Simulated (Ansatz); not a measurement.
Molecule: sum formula GaClF2, charge 0, multiplicity 1. SMILES: [F][Ga]([F])[Cl]
Geometry from a B3LYP-D3(BJ)/def2-TZVP (Ansatz, a quantum-chemistry and plane-wave program) optimisation:
```xyz
4

F     -0.9844     1.6357     0.0623
Ga    -0.2910     0.0420     0.0047
F     -1.4081    -1.2904    -0.0239
Cl     1.7972    -0.2593    -0.0289
```
Charge 0, spin multiplicity 1.

Property: atomisation energy (electronic, to ground-state atoms), in kcal/mol. Cores are frozen in the correlated levels unless marked. UHF or UKS for open shells. Spin-orbit coupling is left out. The frozen core is the preceding noble-gas configuration, with the filled d and f shells of earlier blocks. Non-relativistic. The coupled-cluster limit lacks core correlation, which all-electron functionals hold. CBS marks a two-point X^-3 extrapolation of the correlation energy; Hartree-Fock from the larger set.

```
level                                        program  atomisation energy (kcal/mol)
------------------------------------  --------------  -----------------------------
HF/def2-QZVPPD                                Ansatz                          223.1
B3LYP/def2-TZVPD                              Ansatz                          299.6
PBE0-D3(BJ)/def2-TZVPD                Ansatz + dftd3                          306.9
r2SCANh/def2-TZVPD                            Ansatz                          310.4
r2SCAN0/def2-TZVPD                            Ansatz                          303.2
LC-wPBE/def2-TZVPD                            Ansatz                          314.9
B2PLYP-D3(BJ)/def2-TZVPD              Ansatz + dftd3                          311.0
CCSD/def2-SVPD                                Ansatz                          298.6
CCSD/def2-QZVPPD                              Ansatz                          310.0
CCSD(T)/CBS(def2-TZVPPD,def2-QZVPPD)          Ansatz                          322.5
```
